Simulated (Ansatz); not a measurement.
Molecule: C6H11, charge 0, multiplicity 2. It need not be the lowest isomer of its formula. 
Coordinates optimised at B3LYP-D3(BJ)/def2-TZVP (Ansatz, a program for electronic structure):
SMILES: [CH](C)/C=C\CC
```xyz
17

C      2.8104    -0.0403    -0.5885
C      1.3827    -0.2140    -0.1991
C      0.6158     0.7770     0.3801
C     -0.7103     0.6857     0.7704
C     -1.5803    -0.5181     0.6081
C     -2.4109    -0.4755    -0.6855
H      3.4588    -0.7527    -0.0659
H      2.9601    -0.2203    -1.6590
H      3.1673     0.9660    -0.3635
H      0.9390    -1.1851    -0.3898
H      1.1043     1.7348     0.5445
H     -1.1771     1.5745     1.1803
H     -2.2612    -0.5898     1.4615
H     -0.9779    -1.4293     0.6166
H     -3.0484     0.4103    -0.7110
H     -1.7587    -0.4409    -1.5594
H     -3.0514    -1.3563    -0.7681
```
Charge 0, spin multiplicity 2.

Basis-set convergence of Hartree-Fock and MP2 correlation energies (hartree) with Ansatz. Correlated levels leave the core frozen unless marked. Open shells are spin-unrestricted. Spin-orbit coupling is left out. Non-relativistic.

The UHF reference is spin-contaminated (<S^2> 0.20 over the pure value in the largest basis). 

| basis | functions | E(HF) | E(corr, MP2) |
|---|---|---|---|
| cc-pVDZ | 139 | -233.59540 | -0.80053 |
| cc-pVTZ | 334 | … | … |

Question: Complete the blanks.

Answer: 
- cc-pVTZ, E(HF): -233.65869
- cc-pVTZ, E(corr, MP2): -0.98189
